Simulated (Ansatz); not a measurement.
Ansatz (a quantum-chemistry and plane-wave program) input (B3LYP-D3(BJ)/def2-TZVP):

Ansatz 0.2 input:
```yaml
crystal:
  periodic: [false, false, false]
  atoms:
    - {symbol: Si, position_ang: [0.27219459, -0.08898664, 0.15793307]}
    - {symbol: Br, position_ang: [0.35472469, 0.13144994, 2.49102060]}
    - {symbol: N, position_ang: [1.69768726, -0.41665564, -0.59085815]}
    - {symbol: N, position_ang: [-0.73764935, 1.33963919, -0.10308223]}
    - {symbol: N, position_ang: [-0.89978479, -1.38018359, 0.03259050]}
    - {symbol: H, position_ang: [2.46904820, 0.22515384, -0.45334034]}
    - {symbol: H, position_ang: [-0.88771200, 1.52201127, -1.08402384]}
    - {symbol: H, position_ang: [-0.36735578, 2.17982258, 0.31642933]}
    - {symbol: H, position_ang: [-0.43849514, -2.27359808, -0.03763027]}
    - {symbol: H, position_ang: [-1.48677970, -1.27015053, -0.77928757]}
basis:
  gaussian:
    orbitals: def2-TZVP
hamiltonian:
  xc: b3lyp
  dispersion: d3bj
total_charge: -1
relax: {f_tol: 0.002, max_steps: 150}
```

Output:

```
Functional definition: B3LYP
integrals: 0.15 GiB planned
1359 factors; their error is unknown
mean field: 1.41 GiB planned
mean field evaluation 1: about -82468.7850 eV, gradient 8.7e1 eV
mean field evaluation 2: about -82421.7276 eV, gradient 1.5e2 eV
mean field evaluation 4: about -82482.6019 eV, gradient 1.2e1 eV
mean field evaluation 8: about -82482.8718 eV, gradient 2.3e-1 eV
mean field evaluation 16: about -82483.2411 eV, gradient 4.0e-3 eV
mean field -82483.24106790 eV, -3031.2032000965 hartree, gradient 5.1e-5 eV, S^2 0.000000; 0 other end points of the search recorded, 0 dependent functions left out
the calculation of the forces begins
reference -82483.24133402 eV, -3031.2032098762 hartree; 38, 38 occupied and 170, 170 virtual orbitals, 1359 factors
relax step   1: F+E_penalty+E_count = -82483.71416778 eV  Δ(F+E_penalty+E_count) = +0.000e0 eV  max|allowed force component| = 6.263e-1 eV/Å  Δτ_max = 0.0000 Å  (32 SCF iters, accepted)
these checks for a lower state are left out or cut short: starts, cluster_reference, orbital_swaps, neighbouring_geometries, increment
integrals: 0.15 GiB planned
1359 factors; their error is unknown
mean field: 1.40 GiB planned
mean field -82483.30996756 eV, -3031.2057321121 hartree, gradient 2.2e-5 eV, S^2 0.000000; 0 other end points of the search recorded, 0 dependent functions left out
the calculation of the forces begins
reference -82483.31023305 eV, -3031.2057418690 hartree; 38, 38 occupied and 170, 170 virtual orbitals, 1359 factors
relax step   2: F+E_penalty+E_count = -82483.77539031 eV  Δ(F+E_penalty+E_count) = -6.122e-2 eV  max|allowed force component| = 5.415e-1 eV/Å  Δτ_max = 0.1932 Å  (31 SCF iters, accepted)
these checks for a lower state are left out or cut short: starts, cluster_reference, orbital_swaps, neighbouring_geometries, increment
integrals: 0.15 GiB planned
1359 factors; their error is unknown
mean field: 1.40 GiB planned
mean field evaluation 32: about -82483.3433 eV, gradient 1.8e-4 eV
mean field -82483.34333349 eV, -3031.2069582875 hartree, gradient 8.5e-6 eV, S^2 0.000000; 0 other end points of the search recorded, 0 dependent functions left out
the calculation of the forces begins
reference -82483.34359911 eV, -3031.2069680488 hartree; 38, 38 occupied and 170, 170 virtual orbitals, 1359 factors
relax step   3: F+E_penalty+E_count = -82483.80908017 eV  Δ(F+E_penalty+E_count) = -3.369e-2 eV  max|allowed force component| = 3.022e-1 eV/Å  Δτ_max = 0.0609 Å  (33 SCF iters, accepted)
these checks for a lower state are left out or cut short: starts, cluster_reference, orbital_swaps, neighbouring_geometries, increment
integrals: 0.15 GiB planned
1359 factors; their error is unknown
mean field: 1.40 GiB planned
mean field -82483.36605270 eV, -3031.2077932030 hartree, gradient 1.1e-5 eV, S^2 0.000000; 0 other end points of the search recorded, 0 dependent functions left out
the calculation of the forces begins
reference -82483.36632013 eV, -3031.2078030312 hartree; 38, 38 occupied and 170, 170 virtual orbitals, 1359 factors
relax step   4: F+E_penalty+E_count = -82483.83145448 eV  Δ(F+E_penalty+E_count) = -2.237e-2 eV  max|allowed force component| = 9.737e-1 eV/Å  Δτ_max = 0.1961 Å  (32 SCF iters, accepted)
these checks for a lower state are left out or cut short: starts, cluster_reference, orbital_swaps, neighbouring_geometries, increment
integrals: 0.15 GiB planned
1359 factors; their error is unknown
mean field: 1.40 GiB planned
mean field -82483.43643752 eV, -3031.2103797974 hartree, gradient 1.2e-5 eV, S^2 0.000000; 0 other end points of the search recorded, 0 dependent functions left out
the calculation of the forces begins
reference -82483.43670203 eV, -3031.2103895183 hartree; 38, 38 occupied and 170, 170 virtual orbitals, 1359 factors
relax step   5: F+E_penalty+E_count = -82483.90170030 eV  Δ(F+E_penalty+E_count) = -7.025e-2 eV  max|allowed force component| = 3.368e-1 eV/Å  Δτ_max = 0.2000 Å  (32 SCF iters, accepted)
these checks for a lower state are left out or cut short: starts, cluster_reference, orbital_swaps, neighbouring_geometries, increment
integrals: 0.15 GiB planned
1359 factors; their error is unknown
mean field: 1.40 GiB planned
[...]
mean field -82483.45681337 eV, -3031.2111285961 hartree, gradient 2.4e-5 eV, S^2 0.000000; 0 other end points of the search recorded, 0 dependent functions left out
the calculation of the forces begins
reference -82483.45707340 eV, -3031.2111381521 hartree; 38, 38 occupied and 170, 170 virtual orbitals, 1359 factors
relax step  68: F+E_penalty+E_count = -82483.92778614 eV  Δ(F+E_penalty+E_count) = +2.949e-2 eV  max|allowed force component| = 6.162e-1 eV/Å  Δτ_max = 0.1813 Å  (37 SCF iters, rejected (line search))
these checks for a lower state are left out or cut short: starts, cluster_reference, orbital_swaps, neighbouring_geometries, increment
integrals: 0.15 GiB planned
1359 factors; their error is unknown
mean field: 1.40 GiB planned
mean field -82483.49652186 eV, -3031.2125878562 hartree, gradient 1.3e-5 eV, S^2 0.000000; 0 other end points of the search recorded, 0 dependent functions left out
the calculation of the forces begins
reference -82483.49678363 eV, -3031.2125974763 hartree; 38, 38 occupied and 170, 170 virtual orbitals, 1359 factors
relax step  69: F+E_penalty+E_count = -82483.96523006 eV  Δ(F+E_penalty+E_count) = -7.952e-3 eV  max|allowed force component| = 1.295e-1 eV/Å  Δτ_max = 0.0862 Å  (32 SCF iters, accepted)
these checks for a lower state are left out or cut short: starts, cluster_reference, orbital_swaps, neighbouring_geometries, increment
integrals: 0.15 GiB planned
1359 factors; their error is unknown
mean field: 1.40 GiB planned
mean field -82483.49088338 eV, -3031.2123806459 hartree, gradient 7.0e-6 eV, S^2 0.000000; 0 other end points of the search recorded, 0 dependent functions left out
the calculation of the forces begins
reference -82483.49114497 eV, -3031.2123902591 hartree; 38, 38 occupied and 170, 170 virtual orbitals, 1359 factors
relax step  70: F+E_penalty+E_count = -82483.96097204 eV  Δ(F+E_penalty+E_count) = +4.258e-3 eV  max|allowed force component| = 1.989e-1 eV/Å  Δτ_max = 0.0698 Å  (33 SCF iters, rejected (line search))
these checks for a lower state are left out or cut short: starts, cluster_reference, orbital_swaps, neighbouring_geometries, increment
integrals: 0.15 GiB planned
1359 factors; their error is unknown
mean field: 1.40 GiB planned
mean field evaluation 512: about -82483.4979 eV, gradient 2.5e-5 eV
mean field -82483.49787132 eV, -3031.2126374481 hartree, gradient 2.5e-5 eV, S^2 0.000000; 0 other end points of the search recorded, 0 dependent functions left out
the calculation of the forces begins
reference -82483.49813300 eV, -3031.2126470645 hartree; 38, 38 occupied and 170, 170 virtual orbitals, 1359 factors
relax step  71: F+E_penalty+E_count = -82483.96729480 eV  Δ(F+E_penalty+E_count) = -2.065e-3 eV  max|allowed force component| = 3.047e-2 eV/Å  Δτ_max = 0.0268 Å  (32 SCF iters, accepted)
these checks for a lower state are left out or cut short: starts, cluster_reference, orbital_swaps, neighbouring_geometries, increment
integrals: 0.15 GiB planned
1359 factors; their error is unknown
mean field: 1.40 GiB planned
mean field -82483.49810569 eV, -3031.2126460609 hartree, gradient 2.4e-5 eV, S^2 0.000000; 0 other end points of the search recorded, 0 dependent functions left out
the calculation of the forces begins
reference -82483.49836724 eV, -3031.2126556729 hartree; 38, 38 occupied and 170, 170 virtual orbitals, 1359 factors
relax step  72: F+E_penalty+E_count = -82483.96752867 eV  Δ(F+E_penalty+E_count) = -2.339e-4 eV  max|allowed force component| = 4.371e-2 eV/Å  Δτ_max = 0.0111 Å  (33 SCF iters, accepted)
these checks for a lower state are left out or cut short: starts, cluster_reference, orbital_swaps, neighbouring_geometries, increment
integrals: 0.15 GiB planned
1359 factors; their error is unknown
mean field: 1.40 GiB planned
mean field -82483.49814488 eV, -3031.2126475011 hartree, gradient 2.4e-5 eV, S^2 0.000000; 0 other end points of the search recorded, 0 dependent functions left out
the calculation of the forces begins
reference -82483.49840643 eV, -3031.2126571132 hartree; 38, 38 occupied and 170, 170 virtual orbitals, 1359 factors
relax step  73: F+E_penalty+E_count = -82483.96765351 eV  Δ(F+E_penalty+E_count) = -1.248e-4 eV  max|allowed force component| = 1.798e-2 eV/Å  Δτ_max = 0.0063 Å  (34 SCF iters, accepted)
these checks for a lower state are left out or cut short: starts, cluster_reference, orbital_swaps, neighbouring_geometries, increment
integrals: 0.15 GiB planned
1359 factors; their error is unknown
mean field: 1.40 GiB planned
mean field -82483.49817724 eV, -3031.2126486904 hartree, gradient 2.4e-5 eV, S^2 0.000000; 0 other end points of the search recorded, 0 dependent functions left out
the calculation of the forces begins
reference -82483.49843881 eV, -3031.2126583031 hartree; 38, 38 occupied and 170, 170 virtual orbitals, 1359 factors
relax step  74: F+E_penalty+E_count = -82483.96774417 eV  Δ(F+E_penalty+E_count) = -9.066e-5 eV  max|allowed force component| = 2.301e-2 eV/Å  Δτ_max = 0.0171 Å  (33 SCF iters, accepted)
these checks for a lower state are left out or cut short: starts, cluster_reference, orbital_swaps, neighbouring_geometries, increment
integrals: 0.15 GiB planned
1359 factors; their error is unknown
mean field: 1.40 GiB planned
mean field -82483.49841087 eV, -3031.2126572760 hartree, gradient 2.4e-5 eV, S^2 0.000000; 0 other end points of the search recorded, 0 dependent functions left out
the calculation of the forces begins
reference -82483.49867245 eV, -3031.2126668893 hartree; 38, 38 occupied and 170, 170 virtual orbitals, 1359 factors
relax step  75: F+E_penalty+E_count = -82483.96779982 eV  Δ(F+E_penalty+E_count) = -5.565e-5 eV  max|allowed force component| = 8.901e-3 eV/Å  Δτ_max = 0.0075 Å  (33 SCF iters, accepted)
these checks for a lower state are left out or cut short: starts, cluster_reference, orbital_swaps, neighbouring_geometries, increment
integrals: 0.15 GiB planned
1359 factors; their error is unknown
mean field: 1.40 GiB planned
mean field evaluation 544: about -82483.4982 eV, gradient 4.4e-1 eV
mean field -82483.49840840 eV, -3031.2126571855 hartree, gradient 2.4e-5 eV, S^2 0.000000; 0 other end points of the search recorded, 0 dependent functions left out
the calculation of the forces begins
reference -82483.49866998 eV, -3031.2126667983 hartree; 38, 38 occupied and 170, 170 virtual orbitals, 1359 factors
relax step  76: F+E_penalty+E_count = -82483.96781552 eV  Δ(F+E_penalty+E_count) = -1.569e-5 eV  max|allowed force component| = 5.347e-3 eV/Å  Δτ_max = 0.0039 Å  (33 SCF iters, accepted)
these checks for a lower state are left out or cut short: starts, cluster_reference, orbital_swaps, neighbouring_geometries, increment
integrals: 0.15 GiB planned
1359 factors; their error is unknown
mean field: 1.40 GiB planned
mean field -82483.49846433 eV, -3031.2126592409 hartree, gradient 2.4e-5 eV, S^2 0.000000; 0 other end points of the search recorded, 0 dependent functions left out
the calculation of the forces begins
reference -82483.49872590 eV, -3031.2126688534 hartree; 38, 38 occupied and 170, 170 virtual orbitals, 1359 factors
relax step  77: F+E_penalty+E_count = -82483.96783156 eV  Δ(F+E_penalty+E_count) = -1.604e-5 eV  max|allowed force component| = 6.711e-3 eV/Å  Δτ_max = 0.0054 Å  (33 SCF iters, accepted)
these checks for a lower state are left out or cut short: starts, cluster_reference, orbital_swaps, neighbouring_geometries, increment
integrals: 0.15 GiB planned
1359 factors; their error is unknown
mean field: 1.40 GiB planned
mean field -82483.49841673 eV, -3031.2126574914 hartree, gradient 2.4e-5 eV, S^2 0.000000; 0 other end points of the search recorded, 0 dependent functions left out
the calculation of the forces begins
reference -82483.49867828 eV, -3031.2126671035 hartree; 38, 38 occupied and 170, 170 virtual orbitals, 1359 factors
relax step  78: F+E_penalty+E_count = -82483.96783664 eV  Δ(F+E_penalty+E_count) = -5.080e-6 eV  max|allowed force component| = 2.728e-3 eV/Å  Δτ_max = 0.0040 Å  (34 SCF iters, accepted)
these checks for a lower state are left out or cut short: starts, cluster_reference, orbital_swaps, neighbouring_geometries, increment
integrals: 0.15 GiB planned
1359 factors; their error is unknown
mean field: 1.40 GiB planned
mean field -82483.49842946 eV, -3031.2126579594 hartree, gradient 2.4e-5 eV, S^2 0.000000; 0 other end points of the search recorded, 0 dependent functions left out
the calculation of the forces begins
reference -82483.49869103 eV, -3031.2126675719 hartree; 38, 38 occupied and 170, 170 virtual orbitals, 1359 factors
relax step  79: F+E_penalty+E_count = -82483.96783837 eV  Δ(F+E_penalty+E_count) = -1.731e-6 eV  max|allowed force component| = 1.247e-3 eV/Å  Δτ_max = 0.0013 Å  (34 SCF iters, accepted)
integrals: 0.15 GiB planned
1359 factors; their error is unknown
mean field: 1.40 GiB planned
mean field evaluation 576: about -82483.4984 eV, gradient 2.4e-5 eV
mean field -82483.49842946 eV, -3031.2126579594 hartree, gradient 2.4e-5 eV, S^2 0.000000; 1 other end points of the search recorded, 0 dependent functions left out
the calculation of the forces begins
reference -82483.49869103 eV, -3031.2126675719 hartree; 38, 38 occupied and 170, 170 virtual orbitals, 1359 factors
Total energy: -82483.96809994 eV, -3031.2299180313 hartree
Atom 0 at     0.259641    -0.076983    -0.112711 Å, force    -0.000765    -0.000281    -0.001145 eV/Å
Atom 1 at     0.464954     0.015354     2.419671 Å, force     0.000149     0.000598     0.000103 eV/Å
Atom 2 at     1.609635    -0.462075    -0.919729 Å, force     0.000552    -0.000129     0.000822 eV/Å
Atom 3 at    -0.552916     1.460246    -0.332791 Å, force     0.001247     0.000451     0.000397 eV/Å
Atom 4 at    -0.971341    -1.312625    -0.168772 Å, force    -0.000896    -0.000885    -0.000607 eV/Å
Atom 5 at     2.320374     0.242016    -1.070389 Å, force     0.000213     0.000065    -0.000368 eV/Å
Atom 6 at     0.072698     2.247922    -0.214823 Å, force    -0.000480     0.000515    -0.000036 eV/Å
Atom 7 at    -1.333556     1.593898     0.299675 Å, force    -0.000119    -0.000489     0.000465 eV/Å
Atom 8 at    -1.260636    -1.631082     0.745835 Å, force    -0.000166     0.000081     0.000840 eV/Å
Atom 9 at    -0.632975    -2.108168    -0.696214 Å, force     0.000264     0.000074    -0.000471 eV/Å
Dipole moment:    -0.395613     0.291132     0.566626 e Å
```

It need not be the lowest isomer of its formula. Whether it binds its extra electron was not tested at this geometry.
